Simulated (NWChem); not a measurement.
# GaH₃O₂; SMILES [OH][GaH][OH]

```xyz
6

Ga    -0.3364    -0.0107     0.0000
H     -1.8945    -0.0641     0.0000
O      0.6169    -1.5333     0.0000
H      1.5747    -1.3474     0.0000
O      0.7040     1.4652     0.0000
H      0.1822     2.2884     0.0000
```
Atoms are numbered in this order, from 1.

Geometry: optimised at PBE-D3(BJ)/def2-SVP.

Symmetry labels are those of Cs in the frame above (b1 and b2, or b-type labels, depend on it).

Question: List the 4 lowest vertical singlet excitations from PBE/6-31G* (spherical d), full TDDFT (NWChem).

Answer: 
```csv
state,energy (eV),oscillator strength,symmetry,leading excitation (squared amplitude)
S1,5.63,0.000,a",HOMO → LUMO+1 (1.00)
S2,6.02,0.014,a',HOMO → LUMO (0.76)
S3,6.32,0.000,a",HOMO−2 → LUMO (0.91)
S4,6.43,0.060,a",HOMO−1 → LUMO+1 (0.83)
```
